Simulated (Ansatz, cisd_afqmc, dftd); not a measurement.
Species: CaF$_{2}$, charge 0, singlet. CaF2 (SMILES [Ca]([F])[F]).
B3LYP-D3(BJ)/def2-TZVP minimum from Ansatz (a program for electronic structure):
```xyz
3

Ca     0.1079     0.1864     0.1914
F     -0.3681     1.2191    -1.4614
F      0.1283    -1.6332     1.0361
```

Property: atomisation energy (electronic, to ground-state atoms), in kcal/mol. UHF or UKS for unpaired electrons; spin-orbit terms are left out. Cores are frozen in correlated methods (noble-gas shells, and filled d and f shells in the p block). No relativity. The Monte Carlo rows (phaseless AFQMC, CISD trial, step 0.005/hartree) carry one-sigma bars that omit the constraint's bias. Outlying blocks are dropped, and bars are widened where a walk drifts. Over all cases where full CI ran beside it in this data, AFQMC minus full CI had a median of +0.1 mEh and passed +0.4 mEh in a tenth of the cases. CBS(X,Y): correlation extrapolated as X^-3, Hartree-Fock from the larger set. A bracket is a step between two methods taken in the basis named. Double hybrids freeze cores in their MP2 part. For partners of very few electrons the exact lower level stands in for a higher one. The restricted determinant of Ca ([Ca], singlet) is unstable towards broken spin symmetry in at least one set run.

| level | program | atomisation energy (kcal/mol) | difference against the last row |
|---|---|---|---|
| B3LYP-D3(BJ)/def2-TZVPD | Ansatz + dftd3 | 267.1 | -3.9 |
| B3LYP/def2-TZVPD | Ansatz | 266.1 | -4.9 |
| PBE0/def2-TZVPD | Ansatz | 264.1 | -6.9 |
| CAM-B3LYP-D4/def2-TZVPD | Ansatz + dftd4 | 271.7 | 0.7 |
| wB97M-V/def2-TZVPD | Ansatz | 265.8 | -5.2 |
| B2GP-PLYP-D3(BJ)/def2-TZVPD | Ansatz + dftd3 | 266.4 | -4.6 |
| CCSD/def2-SVP | Ansatz | 242.2 | -28.8 |
| CCSDT(Q)/def2-SVP | Ansatz | 244.6 | -26.4 |
| CCSDT(Q)/def2-TZVPP | Ansatz | 252.8 | -18.2 |
| CCSDTQ/def2-SVP | Ansatz | 244.5 | -26.5 |
| AFQMC/CISD/def2-SVP | cisd_afqmc | 244.4 ± 0.3 | -26.6 |
| CCSD(T)/CBS(def2-TZVPP,def2-QZVPP) + [CCSDTQ - CCSD(T)]/def2-SVP | Ansatz | 271.5 | 0.5 |
| CCSD(T)/CBS(def2-TZVPP,def2-QZVPP) + [CCSDT(Q) - CCSD(T)]/def2-TZVPP + [CCSDTQ - CCSDT(Q)]/def2-SVP | Ansatz | 271.0 | 0.0 |
